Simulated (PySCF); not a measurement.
**Diatomic cations of Rb with the sixth-period p block**

PBE0 with double-zeta basis sets in PySCF, for the lowest determinant that a PBE0 search found; no spin–orbit coupling. De refers to high-spin ground-configuration atoms (the charge goes to the atom of lower measured ionisation energy or higher electron affinity, which is not always the lowest computed limit). A positive dipole points towards Rb; it is taken about the centre of mass and depends on that origin.

| M | basis | charged atom | state (unpaired electrons) | Re (Å) | ωe (cm⁻¹) | De (eV) | μ (D) |
| --- | --- | --- | --- | --- | --- | --- | --- |
| Tl | def2-SVP | Rb+ | doublet (σ ↑) | 4.225 | 41.4 | n/a | 9.80 |
| Pb | def2-SVP | Rb+ | triplet (σ ↑, π ↑) | 4.102 | 42.6 | n/a | 11.32 |
| Bi | def2-SVP | Rb+ | quartet (σ ↑, π ↑↑) | 4.109 | 35.4 | n/a | 12.20 |

The shortest bond is that of RbPb⁺ (4.102 Å), the longest that of RbTl⁺ (4.225 Å).

The state changes along the series, so neighbouring rows are not always alike in their bonding.

Spin–orbit coupling is left out, which matters for elements this heavy, above all for dissociation energies. States were picked by a PBE0 search and need not be the measured ground states.
